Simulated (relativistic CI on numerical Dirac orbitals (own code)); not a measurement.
# Transition arrays of Ag8+

Method of calculation: Dirac-Coulomb-Breit CI, orbitals from a KLI potential per configuration, model QED (radiative potential, 1s self-energy scaled to tabulated hydrogen-like ionisation energies), valence Slater integrals scaled by 0.9, whole transition arrays (own radial code, finite nucleus).

CI space (outside the closed core [Ar] 3d10 4s2): 4p6 4d3, 4p6 4d2 4f, 4p5 4d4, 4p6 4d2 5p, 4p6 4d2 5f. Levels of other configurations are missing.

All E1 lines from the levels of 4p6 4d3; mean and standard deviation are weighted by gf, and upper levels are sorted by their leading configuration.

```csv
Upper configuration,Lines,Σgf,Mean (eV),Mean (nm),σ (eV),Strongest line (nm)
4p6 4d2 4f,309,176.4,72.61,17.076,2.65,17.211
4p5 4d4,2096,833.5,75.07,16.516,4.19,15.945
4p6 4d2 5p,500,45.9,53.14,23.330,1.41,23.436
4p6 4d2 5f,721,67.2,93.24,13.297,1.83,13.105
```

Σgf per state of the lower configuration in bins of 0.5 nm over the central range (centre: value): 13.25: 0.42, 13.75: 0.09, 15.25: 0.21, 15.75: 1.59, 16.25: 2.38, 16.75: 2.56, 17.25: 1.21, 17.75: 0.04, 18.75: 0.03, 19.25: 0.06, 19.75: 0.06, 20.25: 0.06, 20.75: 0.07, 21.25: 0.03, 22.75: 0.09, 23.25: 0.20.

(1) How do configuration mixing and the scaling of the Slater integrals move the arrays?

## Answers

(1) Slater scale 0.9, no configuration mixing: 4p6 4d2 4f 65.0 ± 2.7 eV (Σgf 413.4), 4p5 4d4 72.5 ± 5.4 eV (Σgf 553.6), 4p6 4d2 5p 53.1 ± 1.4 eV (Σgf 56.9), 4p6 4d2 5f 93.1 ± 1.6 eV (Σgf 2.8); Slater scale 1: 4p6 4d2 4f 73.9 ± 2.8 eV (Σgf 187.7), 4p5 4d4 76.5 ± 4.6 eV (Σgf 827.3), 4p6 4d2 5p 53.2 ± 1.5 eV (Σgf 44.4), 4p6 4d2 5f 93.3 ± 2.1 eV (Σgf 86.1); Slater scale 0.8: 4p6 4d2 4f 71.4 ± 2.2 eV (Σgf 173.5), 4p5 4d4 73.7 ± 3.7 eV (Σgf 824.3), 4p6 4d2 5p 53.1 ± 1.3 eV (Σgf 49.6), 4p6 4d2 5f 93.2 ± 1.6 eV (Σgf 53.4). With mixing, levels are counted to their leading configuration, so an array can shrink or vanish into another, and the sums then hold other lines.
